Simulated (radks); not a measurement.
Effect of the nuclear size on the technetium ion Tc3+, [Kr] 4d4. Calculated with a radial shooting solver on a logarithmic mesh with Libxc functionals: Dirac Kohn-Sham, exchange-only LDA, spin-unpolarised, spherical densities, finite nucleus; open shells fill j = l - 1/2 first; Fermi nuclear charge, rms radius 4.4112 fm. The rms radius is varied about that value; shifts are against it.

rms radius (fm)  total energy shift (eV)  density at nucleus (e/bohr^3)  1s1/2 shift (meV)  2s1/2 shift (meV)  4s1/2 shift (meV)  5s1/2 (empty) shift (meV)
3.7451                            -0.467                      1.016e+05               -198              -21.3             -0.669                     -0.113
4.1686                            -0.178                      1.003e+05              -75.3              -8.12             -0.255                     -0.043
4.4112                                 0                       9.97e+04              0.000              0.000              0.000                      0.000
4.6847                             0.211                      9.903e+04               89.4               9.64              0.303                      0.051
4.87                               0.361                      9.859e+04                153               16.5              0.517                      0.087

Slopes of the eigenvalues against <r^2> in GHz/fm^2, as finite differences over the two radii next to the reference (eigenvalue slopes, not the field-shift constants of lines): 1s1/2 8710, 2s1/2 940, 4s1/2 29.5, 5s1/2 (empty) 4.98.
